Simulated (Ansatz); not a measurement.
One change: `CCB(N)F` becomes `NB(F)O[SiH3]`.

Ansatz, PBE0-D4/def2-TZVP geometries, multiplicity 1. Each molecule was computed in one conformer, which needn't be the lowest.

| property | `CCB(N)F` |
| --- | --- |
| zero-point energy (PBE0-D4/def2-TZVP) / kJ/mol | 262.4 |
| HOMO–LUMO gap (ωB97M-V/def2-TZVPP) / eV | 12.76 |
| LUMO energy (ωB97M-V/def2-TZVPP) / eV | 2.08 |
| LUMO energy (B3LYP/def2-TZVPP) / eV | 0.46 |
| HOMO–LUMO gap (PBE/def2-TZVPP) / eV | 6.83 |
| HOMO energy (ωB97M-V/def2-TZVPP) / eV | -10.68 |

Q: What does the change do to each property? (Best estimate.)

A: Ansatz gave: 
```
                                      property  `NB(F)O[SiH3]`  shift
zero-point energy (PBE0-D4/def2-TZVP) / kJ/mol           169.0  -93.4
       HOMO–LUMO gap (ωB97M-V/def2-TZVPP) / eV           12.22  -0.54
         LUMO energy (ωB97M-V/def2-TZVPP) / eV            1.64  -0.44
           LUMO energy (B3LYP/def2-TZVPP) / eV           -0.18  -0.64
           HOMO–LUMO gap (PBE/def2-TZVPP) / eV            5.91  -0.92
         HOMO energy (ωB97M-V/def2-TZVPP) / eV          -10.58   0.10
```

With PBE0 the HOMO rises by 0.09 eV and the LUMO falls by 0.73 eV, so the gap narrows by about 0.82 eV. PBE moves the HOMO by 0.13 eV and ωB97M-V by 0.10 eV. The zero-point energy changes by -93.4 kJ/mol with -6 modes.

Positive LUMOs are unbound, so they and the gaps depend on the basis.

B3LYP here is the variant with VWN-RPA as its local correlation; programs differ in this.
